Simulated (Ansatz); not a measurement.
Consider the ligand exchange at a B–S bond: `BSB` + `OCF` → `BOCF` + `BS`.

Computed with Ansatz on PBE0-D4/def2-TZVP structures; ΔE is electronic, products minus reactants. CCSD(T)/CBS is the MP2 limit (def2-TZVPP, def2-QZVPP) plus CCSD(T) − MP2 in def2-TZVPP, frozen cores. This one scheme is used for every species. Functionals use def2-TZVPP. One conformer a species, not always the lowest.

```
           level  ΔE (eV)
        BHLYP-D4    -0.76
        PBE-QIDH    -0.67
         r2SCANh    -0.71
         r2SCAN0    -0.70
         LC-ωPBE    -0.71
CCSD(T)/def2-SVP    -0.88
 CCSD/def2-TZVPP    -0.73
  CCSD/CBS(def2)    -0.70
```

Task: What does CCSD(T)/CBS give? (Estimate.)

Result: Ansatz gave: -0.69 eV. The listed levels differ from it by -0.07, 0.02, -0.02, -0.01, -0.02, -0.19, -0.04, -0.01 eV.

Task: What do rigid-rotor, harmonic-oscillator terms from PBE0-D4/def2-TZVP frequencies (298.15 K, 1 bar) make of the CCSD(T)/CBS value? (Estimate.)

Result: The calculation gave: ΔZPE = -0.03 eV, ΔH = -0.73 eV, ΔS = 4 J/(mol·K), ΔG = -0.74 eV.

Largest T1 diagnostic among the species: 0.015.

Leaving LDA and LC-ωPBE aside and taking each functional with its dispersion term where it has one, the values, not all of them listed here, spread over 0.16 eV, from CAM-B3LYP-D4 to revPBE-D4. LDA lies −0.09 eV from PBE without D4. In def2-TZVPP, CCSD(T) changes the Hartree–Fock value by +0.04 eV (the triples alone add +0.01 eV) and MP2 by +0.08 eV. At CCSD(T), def2-SVP lies −0.19 eV from the extrapolated value and def2-TZVPP −0.03 eV.
